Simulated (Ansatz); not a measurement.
(TlH)n off: PBE0-D4/def2-SVP single points in Ansatz on relaxed structures, gas phase. Each cluster is the lowest isomer that a short search found in that spin, judged at the geometry's level, and lower ones may exist. Core potentials for Tl, no spin–orbit coupling. HOMO and LUMO are taken over both spins. Binding counts from free atoms in the multiplicity of their measured ground term, without zero-point energy. The structures are stationary points that may keep the symmetry of their start.

Question: Estimate the order by HOMO (eV), lowest first.
A. TlH2 (doublet)
B. Tl4H5 (doublet)

Answer: A (-5.36), B (-4.96).

In full:

| species | atoms | state | geometry | HOMO (eV) | LUMO (eV) | gap (eV) | binding per atom (eV) | point group (within 0.1 Å) |
| --- | --- | --- | --- | --- | --- | --- | --- | --- |
| TlH2 | 3 | doublet | r2SCAN-D4/def2-TZVP | -5.36 | -2.67 | 2.69 | 1.17 | C2v |
| Tl3H4 | 7 | doublet | PBE-D4/def2-SVP | -5.36 | -3.56 | 1.80 | 1.55 | C2v |
| Tl4H5 | 9 | doublet | PBE-D4/def2-SVP | -4.96 | -3.12 | 1.85 | 1.62 | Cs |

The gap (eV) runs from 1.80 (Tl3H4) to 2.69 (TlH2). The binding per atom (eV) runs from 1.17 (TlH2) to 1.62 (Tl4H5).
